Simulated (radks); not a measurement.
The arsenic anion As3-, [Kr], held by a Watson sphere: a shell of charge +3 at radius R that stands for the Madelung well of a crystal (potential energy -3/R inside, -3/r outside, in hartree with lengths in bohr). Calculated with a radial shooting solver on a logarithmic mesh with Libxc functionals: scalar-relativistic Kohn-Sham, LB94 model potential, spin-polarised, spherical densities, finite nucleus; Fermi nuclear charge, rms radius of each element as measured or else 0.836 A^(1/3) + 0.57 fm. Response by self-consistent Sternheimer equations with the Hartree and adiabatic LDA kernel, the relativistic mass of each level held fixed and spin-orbit coupling left out. The sphere does not respond.

R (bohr)  e(3d) (eV)  e(4s) (eV)  e(4p) (eV)  <r> 4p (bohr)  sum of <r^2> (bohr^2)  X-ray form factor at sin(theta)/lambda = 0.1 1/angstrom  alpha (bohr^3)
2.82         -46.952     -18.771     -10.055          2.662                  68.63                                                   32.000           53.86
3.49         -45.807     -16.854      -8.401          2.909                  79.51                                                   31.637           86.03
3.67         -45.537     -16.440      -8.006          2.972                  82.45                                                   31.554           97.21
4.45         -44.498     -15.005      -6.532          3.223                  95.39                                                   31.263           161.4
5.21         -43.664     -14.001      -5.418          3.441                  108.5                                                   31.073           256.6
5.32         -43.557     -13.878      -5.278          3.471                  110.5                                                   31.052           273.9

Estimate the row for R = 3.04 bohr.

Answer. e(3d) (eV) -46.543; e(4s) (eV) -18.068; e(4p) (eV) -9.481; <r> 4p (bohr) 2.746; sum of <r^2> (bohr^2) 72.19; X-ray form factor at sin(theta)/lambda = 0.1 1/angstrom 31.871; alpha (bohr^3) 62.93.
